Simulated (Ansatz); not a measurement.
The molecule SiAs, multiplicity 2 (lowest of 2S+1 = 2, 4 at CCSD(T)/def2-TZVPP on PBE0 minima; our sources give no spin for the ground state, which may be another). No spin–orbit coupling. As is treated without relativity.

Seven points along R, fitted to fifth degree in 1/R; most abundant isotopes. In def2 and cc sets the state is the lowest found near the PBE0 minimum, followed along R.

Programs: Ansatz (a first-principles code). 

```csv
level,r_e (Å),ω_e (cm⁻¹),ω_e x_e (cm⁻¹),B_e (cm⁻¹),dipole (D)
SVWN5/def2-TZVPP,2.177,491,1.4,0.175,0.52
PBE/def2-TZVPP,2.201,478,1.4,0.171,0.45
r2SCAN/def2-TZVPP,2.180,499,1.5,0.174,0.54
B97M-V/def2-TZVPP,2.174,506,1.5,0.175,0.45
B3LYP/def2-TZVPP,2.185,493,1.4,0.173,0.65
PBE0/def2-TZVPP,2.172,509,1.5,0.175,0.60
wB97M-V/def2-TZVPP,2.154,532,1.3,0.178,0.88
```
